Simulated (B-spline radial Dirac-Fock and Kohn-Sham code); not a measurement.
**X-ray form factors of germanium in several charge states**

The computed values come from a radial atomic solver: Dirac-Fock orbitals of the configuration average with a finite nucleus.

Configurations: Ge⁶⁺ [Ar] 3d8; Ge⁹⁺ [Ar] 3d5; Ge¹¹⁺ [Ar] 3d3; Ge¹²⁺ [Ar] 3d2; Ge¹³⁺ [Ar] 3d1. The first column is f₀ of Ge⁶⁺, the others are differences from it.

```
s (Å⁻¹)    Ge⁶⁺  Δ Ge⁹⁺  Δ Ge¹¹⁺  Δ Ge¹²⁺  Δ Ge¹³⁺
      0  26.000  -3.000   -5.000   -6.000   -7.000
    0.1  25.413  -2.827   -4.742   -5.706   -6.673
    0.2  23.780  -2.367   -4.048   -4.910   -5.785
    0.3  21.426  -1.759   -3.111   -3.828   -4.568
    0.4  18.754  -1.154   -2.150   -2.703   -3.289
    0.5  16.114  -0.659   -1.327   -1.723   -2.156
    0.7  11.761  -0.101   -0.318   -0.475   -0.667
    0.9   8.970  +0.048   +0.022   -0.016   -0.075
    1.1   7.370  +0.048   +0.073   +0.077   +0.073
    1.4   6.088  +0.029   +0.060   +0.077   +0.096
```
